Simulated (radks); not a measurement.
Ionisation of the barium ion Ba2+, [Xe], to [Kr] 4d10 5s2 5p5 as the strength of local exchange is varied. All-electron calculation, scalar-relativistic Kohn-Sham, Slater X-alpha exchange (alpha = 2/3 is LDA exchange), no correlation, spin-unpolarised, spherical densities, point nucleus. Program: a radial shooting solver on a logarithmic mesh with Libxc functionals.

| alpha | E(Ba2+) (hartree) | exchange (hartree) | IE (eV) | -e of the level emptied (eV) | <r> of it (bohr) |
|---|---|---|---|---|---|
| 0.562 | -8094.2524 | -155.8577 | 33.456 | 27.979 (5p) | 1.933 |
| 0.667 | -8123.5048 | -185.5950 | 35.171 | 29.623 (5p) | 1.903 |
| 0.768 | -8151.7350 | -214.3828 | 36.860 | 31.246 (5p) | 1.875 |
| 0.772 | -8152.8549 | -215.5266 | 36.928 | 31.311 (5p) | 1.874 |
| 1.01 | -8219.7434 | -284.0901 | 41.061 | 35.297 (5p) | 1.812 |

NIST Atomic Spectra Database: 35.844 eV (measured). The Delta-SCF value meets it near alpha = 0.71. Spin polarisation and multiplet splitting are left out, so open shells lie too high by an amount that depends on their filling. Spin-orbit splitting is averaged out at the scalar-relativistic level.

Beside tabulated values, note that spin-unpolarised runs miss the spin-polarisation part of the exchange energy of open shells.
